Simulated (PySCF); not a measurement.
Dipole response of Si²⁺ (silicon, charge +2)

[Ne] 3s2, closed-shell 1S. Calculation: PySCF 2.14, in aug-cc-pVTZ-DK (6s5p3d2f, 50 functions); scalar relativity by spin-free X2C-1e. Coupled (time-dependent) response in atomic units; α is the mean over directions.

```tsv
method	mean α (bohr³)	C₆ (like pair)	S(−4)
UHF	12.38	43.71	87.87
PBE	11.51	38.99	77.20
PBE0	11.76	40.30	80.32
wB97M-V	11.26	37.53	74.45
B97-3	11.74	40.16	79.97
```

S(−4) is the Cauchy moment in α(ω) = α(0) + S(−4) ω² + …

α(iu) at PBE0:

| u (hartree) | α(iu) (bohr³) |
| --- | --- |
| 0 | 11.76 |
| 0.0500 | 11.56 |
| 0.100 | 11.01 |
| 0.200 | 9.245 |
| 0.300 | 7.307 |
| 0.500 | 4.404 |
| 0.750 | 2.518 |
| 1.00 | 1.603 |
| 1.50 | 0.8211 |
| 2.00 | 0.5104 |
| 3.00 | 0.2650 |
| 5.00 | 0.1169 |

A single London oscillator, α(iu) = α/(1 + u²/ω²), gives C₆ = (3/4) ω α². Matching the computed C₆ needs ω = 4 × 40.30 / (3 × 11.76²) = 0.389 hartree.

For an ion, C₆ is the dispersion term alone; charge-induced terms of lower order in 1/R come first.
